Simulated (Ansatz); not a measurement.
Isolated molecules relaxed with PBE0-D4/def2-TZVP in Ansatz; ΔE leaves out vibrations. CCSD(T)/CBS is the MP2 limit (def2-TZVPP, def2-QZVPP) plus CCSD(T) − MP2 in def2-TZVPP, frozen cores. This one scheme is used for every species. For Ge outer-core shells are correlated without core-valence functions, which leaves a few kJ/mol of doubt a bond. Scalar relativity is left out up to krypton. Each species was taken in one conformer, which may not be the lowest.

Reaction (formal exchange of groups at a Ge–Ge bond): `[GeH3][GeH2][GeH2][GeH2][GeH2][GeH3]` + `N=CO` → `N=[C](O)[GeH3]` + `[GeH3][GeH2][GeH2][GeH2][GeH3]`

| level | ΔE (kJ/mol) |
| --- | --- |
| MP2/def2-TZVPP | 63.2 |
| SCS-MP2/def2-TZVPP | 58.7 |

Question: What does CCSD(T)/CBS give? (Estimate.)

Answer: Ansatz gave: +61.6 kJ/mol. The listed levels differ from it by 1.6, -2.9 kJ/mol.

Largest T1 diagnostic among the species: 0.014.

In def2-TZVPP, CCSD(T) changes the Hartree–Fock value by +8.3 kJ/mol (the triples alone add +0.1 kJ/mol) and MP2 by +10.3 kJ/mol. The D4 term adds +9.0 kJ/mol with B3LYP and +5.7 kJ/mol with PBE0; it sums over pairs of atoms, weighted by their polarisabilities, and B3LYP, whose exchange is more repulsive, gets the larger term.

B3LYP here is the variant with VWN-RPA as its local correlation; programs differ in this.
